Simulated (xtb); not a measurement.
xtb input:

```bash
xtb mol.xyz --gfn 1 --sp --chrg -1 --uhf 0
```
mol.xyz:
```
10

N      0.24931236     1.76830993    -0.05892748
Si     0.00349399     0.15400650     0.01799708
N      1.04827192    -0.65329714    -1.16818467
N     -1.66688696    -0.42170750    -0.13148280
F      0.39723034    -0.73224629     1.37126770
H     -0.43319788     2.35199579     0.41303843
H      1.68177598    -1.32491151    -0.75264744
H      1.60272674     0.04324249    -1.65070875
H     -2.12146148    -0.05870947    -0.95938154
H     -1.76871370    -1.43062864    -0.13350446
```

Task: Predict the final energy.

Result: -19.64371 Eh (GFN1-xTB).

It need not be the lowest isomer of its formula. Whether it binds its extra electron was not tested at this geometry.
